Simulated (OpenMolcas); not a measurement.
**Mo+: from CASSCF to CASPT2**

| Quantity | Value |
| --- | --- |
| Program | OpenMolcas 26.06 |
| Basis | ANO-R3 [8s6p5d3f2g1h] |
| Scalar Hamiltonian | X2C, finite nucleus |
| Active space | 5 electrons in 5 orbitals (4d) |
| State averaging | 2S+1 = 6 even, 1 root; 2S+1 = 4 even, 24 roots; 2S+1 = 2 even, 75 roots (67 in the spin-orbit step) |
| Spin-orbit coupling | state interaction with AMFI integrals over the reference wave functions, term energies averaged over their components |

Methods on the same reference wave functions:
A. CASSCF
B. SS-CASPT2, IPEA 0.25 Eh, imaginary shift 0.1 Eh (closed shells correlated: 4s 4p)
C. MS-CASPT2, IPEA 0.25 Eh, imaginary shift 0.1 Eh (closed shells correlated: 4s 4p)

Energies in cm⁻¹ above 4d⁵ ⁶S_5/2, the measured ground level; measured values from NIST Handbook of Basic Atomic Spectroscopic Data.

```tsv
Level	A	B	C	Measured
4d⁵ ⁶S_5/2	0.0	0.0	0.0	0.0
4d⁵ ⁴G_5/2	20720	16210	16210	15199
4d⁵ ⁴G_7/2	20789	16300	16300	15331
4d⁵ ⁴G_11/2	20807	16330	16330	15447
4d⁵ ⁴G_9/2	20830	16360	16360	15428
4d⁵ ⁴P_5/2 [63 %]	23653	17720	17720	
4d⁵ ⁴P_3/2 [65 %]	23828	17920	17920	
4d⁵ ⁴P_1/2	24058	18260	18260	
4d⁵ ⁴D_7/2	25627	19000	19000	
4d⁵ ⁴D_1/2	25864	19360	19360	
4d⁵ ⁴D_3/2 [65 %]	26039	19640	19640	
4d⁵ ⁴D_5/2 [64 %]	26062	19670	19660	
4d⁵ ²I_11/2	29601	24240	24240	
4d⁵ ²I_13/2	29765	24440	24440	
4d⁵ ²D_5/2(1) [58 %]	32722	25410	25370	
4d⁵ ²D_3/2(1) [69 %]	33425	25920	25900	
4d⁵ ⁴F_9/2	34424	26740	26740	
4d⁵ ⁴F_5/2	34619	26970	26990	
4d⁵ ⁴F_3/2 [69 %]	35080	27460	27460	
4d⁵ ²F_5/2(1) [51 %]	35836	28540	28410	
4d⁵ ²H_11/2	36730	30000	30000	
4d⁵ ²G_7/2(1)	37430	29620	29630	
4d⁵ ²F_5/2(2)	40112	31020	31160	
4d⁵ ²F_7/2(2)	40168	31080	31050
```

Deviations, from unrounded energies. A percentage is the sum of absolute deviations over the sum of measured energies, with the sign that they share, or ± where signs differ.

```csv
Against measurement,Levels,A,B,C
mean absolute deviation (cm-1),4,5400,950,950
other terms of the ground configuration (%),4,+35.4,+6.2,+6.2
```

B, C lie about equally close to measurement and A furthest from it. The largest miss of C in the table is 4d⁵ ⁴G_5/2, by +1000 cm-1. The ranking rests on the paired levels alone, and a cruder setting can come out closer through cancelling errors.

Between B and C the level of the table that moves most is 4d⁵ ²F_5/2(2), by 140 cm-1 (lowest in B, highest in C). Moves below CASPT2's spread within the term are not significant.

The two smallest mean deviations differ by little beside CASPT2's spread within terms, so their order carries little weight.

From A to B the spin-free energies of the other terms of 4d⁵ shown, above ⁶S, scale by factors of 0.74 to 0.82, as is usual when dynamic correlation screens the repulsion within a d or f shell.

The lowest spin-free term lies below A's lowest term by 0.402 hartree in B, 0.402 hartree in C.

CASPT2 does not keep the components of a term degenerate, so their means are used; among the terms shown or strongly mixed into the levels shown the widest spread is 1200 cm-1 (4d⁵ ²I, C). Some high roots are left out of the spin-orbit mixing, which shifts the levels that they would mix with. Configurations with an s electron lie low at this charge and mix in, so terms can be misplaced. The CASPT2 spread within a term exceeds the gap to the next term for 4d⁵ ⁴F and 4d⁵ ²F(1), so the order of their levels is uncertain, and so are names and mixing where such terms share a J (figures for B; the like holds for C). Without dynamic correlation excited terms often stand tens of per cent too high (terms of higher spin than the ground term too low), and those without a measured partner can miss by more than the paired ones (holds for A). Computed and measured levels are paired by configuration, term and J; levels that our copy of the source lacks, or whose pairing is in doubt (as where it misses far off the trend of its configuration), stay unpaired and out of the deviations. Levels of configurations outside the active space are missing. Levels that lie high or do not pair safely by name in every column are left out.

A share in square brackets marks a mixed level and gives the weight of the term that names it, the lowest over the columns. A number in round brackets counts repeated terms of one configuration in the order of the reference energies.
